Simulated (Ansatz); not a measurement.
Saddle point of BH$_{3}$Cl$_{2}$O, closed shell (BHCl₂ ([Cl][BH][Cl]) + H₂O → BHCl₂O ([OH][B]([Cl])[Cl]) + H₂; bonds formed: H2–H5; dative contacts that become bonds: B1–O6; bonds broken: B1–H2, H5–O6), PBE0-D4/def2-TZVP structure:

```json
{"atom": "B1", "x (Å)": "-0.4107", "y (Å)": "-0.0867", "z (Å)": "-0.1476"}
{"atom": "H2", "x (Å)": "-0.0090", "y (Å)": "-1.2450", "z (Å)": "0.4136"}
{"atom": "Cl3", "x (Å)": "-0.1026", "y (Å)": "-0.2164", "z (Å)": "-1.9103"}
{"atom": "Cl4", "x (Å)": "-2.0689", "y (Å)": "0.2323", "z (Å)": "0.4042"}
{"atom": "H5", "x (Å)": "0.6329", "y (Å)": "-0.4928", "z (Å)": "0.7229"}
{"atom": "O6", "x (Å)": "0.6450", "y (Å)": "0.7590", "z (Å)": "0.5752"}
{"atom": "H7", "x (Å)": "1.3134", "y (Å)": "1.0497", "z (Å)": "-0.0581"}
```

Energies are electronic, without zero-point energy. Barriers and step energies count from the start structure reached by relaxing down the imaginary mode; all methods use the PBE0-D4 structures, on which another method's saddle can fall below an end. Computed with Ansatz 0.2.0 (basis: def2-TZVPP, with def2-QZVPP for the basis limit); correlated methods freeze the cores. B3LYP uses VWN-RPA correlation. Extrapolation: Hartree–Fock as exp(−7.88 √X), correlation as X^−2.97.

| method | barrier (kJ/mol) | step energy (kJ/mol) |
| --- | --- | --- |
| SPW92 | 91.2 | -37.4 |
| PBE-D4 | 102.9 | -65.0 |
| BLYP-D4 | 114.8 | -80.9 |
| r2SCAN-D4 | ? | -69.6 |
| B97M-V | ? | -75.1 |
| PBE0-D4 | 118.0 | -59.6 |
| B3LYP-D4 | 125.7 | -74.6 |
| r2SCAN0-D4 | 123.9 | -63.7 |
| BHLYP-D4 | 143.7 | -69.5 |
| CAM-B3LYP-D4 | 129.2 | -67.9 |
| wB97X-V | ? | -63.7 |
| wB97M-V | 128.9 | -64.5 |
| B2PLYP | 128.8 | -72.9 |
| PBE-QIDH | 128.3 | -58.9 |
| RPA on PBE | 129.9 | -71.4 |
| HF | 175.2 | -85.1 |
| MP2 | 127.5 | -67.0 |
| CCSD | 139.8 | -67.5 |
| CCSD(T) | 132.6 | -67.1 |

Problem. Fill in the withheld barriers. (To be estimated.)

Solution. The calculation gives: B97M-V 120.9; r2SCAN-D4 112.5; wB97X-V 129.0 kJ/mol. Each is the energy of the saddle less that of the start structure, by the same method.

For comparison, the barrier by CCSD(T) at an estimated basis limit (MP2 extrapolated from triple and quadruple zeta, plus CCSD(T) − MP2 in triple zeta) is 134.2 kJ/mol.

No T1 diagnostic of these runs exceeds 0.012.

The step is the kind of ligand exchange by which a precursor binds to a hydroxyl group, or is hydrolysed, in atomic layer deposition of oxides.

Labels in which every atom is bracketed show which atoms are joined, not bond orders.

For scale, one of the runs: CCSD(T)/def2-TZVPP, 188 basis functions, launched by `ansatz run in.yaml --threads 2 --pin off --events-out ev --progress --plain --max-ram 4352MiB`. Time: 51 s of wall clock on 2 CPU threads of an Arm Neoverse V2; the host was shared. Peak host memory: 1.9 GiB.
